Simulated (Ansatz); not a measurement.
A made-up structure of CH₂BrSi (charge -1), closed shell:

Si1  (-0.526, 0.469, -1.408)
C2  (0.306, -0.164, 0.261)
Br3  (2.353, -0.934, 0.340)
H4  (-2.010, 0.857, -0.589)
H5  (-0.122, -0.228, 1.397)
(Å)

It is relaxed with PBE-D4/def2-SVPD and then PBE0-D4/def2-TZVPD (Ansatz 0.2.0). Atoms count as bonded within 1.22 times the sum of their covalent radii (H–H: 0.88 Å). The end point is not checked to be a true minimum.

(1) Does its bonding change? (A judgement: the text doesn't fix the answer.)

Results:

(1) By the calculation: Yes. Formed: Si1–H4; broken: none.

Where it ends: The first stage lowers the energy by 0.83 eV in 7 steps. It ends as CH₂BrSi ([SiH][CH][Br]), total charge -1:
Si1  (-0.470, 0.419, -1.257)
C2  (0.273, -0.146, 0.233)
Br3  (2.102, -0.834, 0.303)
H4  (-1.796, 0.765, -0.526)
H5  (-0.109, -0.203, 1.248)
(Å)

Labels in which every atom is bracketed show which atoms are joined, not bond orders.

For scale, one of the runs: PBE0-D4/def2-TZVPD relaxation, 155 basis functions, launched by `ansatz run in.yaml --threads 2 --pin off --events-out ev --progress --plain --max-ram 4352MiB`. The run took about 25 s on 2 CPU threads of an Arm Neoverse V1 (shared host).
